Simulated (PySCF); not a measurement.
C₅H₃ClOS.
SMILES with atom numbers: `[O:1]=[C:2]([Cl:3])[c:4]1[cH:5][cH:6][s:7][cH:8]1` (hydrogens: H9 on C5; H10 on C6; H11 on C8)

Theory: PBE0-D3(BJ)/def2-SVP geometry optimisation, gas phase in PySCF 2.14.0.

(1) Give the optimised bond lengths and angles.

Answers

(1) 
| bond | length (Å) | order |
| --- | --- | --- |
| O1=C2 | 1.188 | double |
| C2–Cl3 | 1.791 | single |
| C2–C4 | 1.468 | single |
| C4–C5 | 1.431 | aromatic |
| C5–C6 | 1.364 | aromatic |
| C6–S7 | 1.724 | aromatic |
| S7–C8 | 1.703 | aromatic |
| C4–C8 | 1.379 | aromatic |
| C5–H9 | 1.090 | single |
| C6–H10 | 1.089 | single |
| C8–H11 | 1.088 | single |

Orders are formal, as drawn. A selection of angles:
| angle | degrees |
| --- | --- |
| O1–C2–Cl3 | 120.3 |
| O1–C2–C4 | 125.7 |
| Cl3–C2–C4 | 114.0 |
| C2–C4–C5 | 121.0 |
| C2–C4–C8 | 126.4 |
| C5–C4–C8 | 112.6 |
| C4–C5–C6 | 112.1 |
| C5–C6–S7 | 111.6 |
| C6–S7–C8 | 92.4 |
| C4–C8–S7 | 111.4 |

Dihedral angles: O1–C2–C4–C5 1° (synperiplanar).

The C–S distances run from 1.703 Å (S7–C8, aromatic) to 1.724 Å (C6–S7, aromatic), a spread of 0.021 Å. The 5-membered ring C4–C5–C6–S7–C8 has internal angles of 92.4° to 112.6° (sum 540°, against 540° for a flat polygon); it is planar, 0.00 Å rms from its mean plane, widest ring torsion 0°. Of the pairs four or more bonds apart, Cl3···H11 is among the closest relative to their van der Waals radii: 2.75 Å, 93 % of the sum of Bondi's values. The 8 heavy atoms lie in one plane (0.008 Å rms). The C–C distances run from 1.364 Å (C5–C6, aromatic) to 1.468 Å (C2–C4, drawn single), a spread of 0.104 Å.

Point group: Cs (every atom within 0.08 Å of its image). No PBE0-D3(BJ)/def2-SVP frequencies stand behind this structure, so it isn't proved a minimum. The numbers are those of one conformer.
